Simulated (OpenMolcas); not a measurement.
Al II: effect of the IPEA shift

```
Program             : OpenMolcas
Basis               : ANO-RCC-VTZP [5s4p2d1f]
Scalar Hamiltonian  : DKH2, point nucleus
Active space        : 2 electrons in 9 orbitals (RAS2 3s 3p; RAS3 3d, at most 2 electrons)
State averaging     : 2S+1 = 3 even, 3 roots; 2S+1 = 1 even, 7 roots; 2S+1 = 3 odd, 3 roots; 2S+1 = 1 odd, 3 roots
Spin-orbit coupling : RASSI with atomic mean-field integrals over the reference wave functions, term energies averaged over their components
```

Methods on the same reference wave functions:
A. RASSCF
B. MS-RASPT2, IPEA 0 Eh, imaginary shift 0.1 Eh (closed shells correlated: 2s 2p)
C. MS-RASPT2, IPEA 0.25 Eh, imaginary shift 0.1 Eh (closed shells correlated: 2s 2p)

Energies in eV above 3s2 1S0, the measured ground level; measured values from NIST Handbook of Basic Atomic Spectroscopic Data.

```json
{"Level": "3s2 1S0", "A": "0.0000", "B": "0.0000", "C": "0.0000", "Measured": "0.0000"}
{"Level": "3s 3p 3P* 0", "A": "4.3858", "B": "4.561", "C": "4.561", "Measured": "4.6361"}
{"Level": "3s 3p 3P* 1", "A": "4.3920", "B": "4.568", "C": "4.568", "Measured": "4.6437"}
{"Level": "3s 3p 3P* 2", "A": "4.4046", "B": "4.580", "C": "4.580", "Measured": "4.6591"}
{"Level": "3s 3p 1P* 1", "A": "7.4748", "B": "7.408", "C": "7.414", "Measured": "7.4207"}
```

Deviations, from unrounded energies. A percentage is the sum of absolute deviations over the sum of measured energies, with the sign that they share, or ± where signs differ.

```
           Against measurement  Levels     A     B     C
mean absolute deviation (cm-1)       4  1600   490   480
      other configurations (%)       4  ±3.8  -1.1  -1.1
```

B, C lie about equally close to measurement and A furthest from it. The largest miss of C in the table is 3s 3p 3P* 2, by -640 cm-1. The ranking rests on the paired levels alone, and a cruder setting can come out closer through cancelling errors.

Between B and C the level of the table that moves most is 3s 3p 1P* 1, by 52 cm-1 (lowest in B, highest in C). Moves below CASPT2's spread within the term are not significant.

The lowest spin-free term lies below A's lowest term by 0.213 hartree in B, 0.213 hartree in C.

Active for correlation alone: 3d; no level in the range computed is led by a configuration that fills it, so any true level of that kind is missing. Without dynamic correlation excited terms often stand tens of per cent too high (terms of higher spin than the ground term too low), and those without a measured partner can miss by more than the paired ones (holds for A). Measured partners are found by configuration, term and J. A level has none where our copy of the source lacks it or the pairing is in doubt (some pairs that miss far off the trend of their configuration count as doubtful), and it then counts in no deviation. Only configurations of the active space appear. The table leaves out levels that lie high or whose names do not pair safely across all columns.

* marks odd parity.
